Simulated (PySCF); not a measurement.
# Electronic absorption of H11NOSi4

Species: H11NOSi4.
SMILES: `[SiH3]O[SiH2]N[SiH2][SiH3]`

Theory: TDDFT CAM-B3LYP/def2-SVPD, vertical, gas phase, core orbitals frozen in the response (PySCF). The structure is a single GFN2-xTB conformer in the gas phase; no vibrational or solvent corrections. GFN2-xTB frequencies show an imaginary mode (44i cm⁻¹), so this geometry is no minimum at that level. Torsions of this conformer, `[SiH3:1][O:2][SiH2:3][NH:4][SiH2:5][SiH3:6]`: Si1–O2–Si3–N4 51°, O2–Si3–N4–Si5 31°, Si3–N4–Si5–Si6 42°.

| state | λ (nm) | E (eV) | f | main configurations (H = HOMO, L = LUMO) |
| --- | --- | --- | --- | --- |
| S1 | 207.6 | 5.97 | 0.0032 | H→L (93%) |
| S2 | 183.9 | 6.74 | 0.0080 | H→L+2 (84%) |
| S3 | 180.8 | 6.86 | 0.022 | H→L+1 (60%), H→L+3 (10%) |
| S4 | 172.9 | 7.17 | 0.015 | H→L+3 (39%), H→L+5 (18%), H→L+1 (15%) |
| S5 | 168.9 | 7.34 | 0.027 | H→L+4 (39%), H→L+6 (18%), H→L+7 (12%) |
| S6 | 164.8 | 7.52 | 0.020 | H-1→L (25%), H→L+4 (19%), H-1→L+1 (19%) |
| S7 | 164.2 | 7.55 | 0.043 | H-2→L (60%) |
| S8 | 162.8 | 7.62 | 0.040 | H-1→L+1 (22%), H→L+5 (14%), H→L+4 (14%) |

Triplets, Tamm–Dancoff:

```tsv
state	E (eV)	λ (nm)	main configurations (H = HOMO, L = LUMO)
T1	5.59	221.6	H→L (85%)
T2	6.21	199.7	H→L+2 (69%), H-2→L+2 (9%)
T3	6.58	188.5	H-2→L (23%), H→L+3 (17%), H→L+1 (13%)
```

The lowest singlet lies at 5.97 eV (208 nm, ultraviolet) and is very weak; its leading configuration is HOMO→LUMO (93%). The strongest level in the table is S7 at 7.55 eV (164 nm, f = 0.043). Löwdin shares by element: HOMO nitrogen 47%, silicon 21% or more, hydrogen 8% or more (atoms not listed hold the other 24%); LUMO silicon 48% or more, hydrogen 9% or more (atoms not listed hold the other 43%). Of the 8 states listed, 6 reach f = 0.01 and none stays under 0.0005. The listed states span 1.64 eV, and the widest gap between neighbours is 0.77 eV (S1 to S2). The oscillator strengths of these states sum to 0.177; summed over the whole spectrum of an exact calculation they would give the number of electrons, 82 (Thomas–Reiche–Kuhn). Singlets were solved by full linear response, triplets in the Tamm–Dancoff approximation.
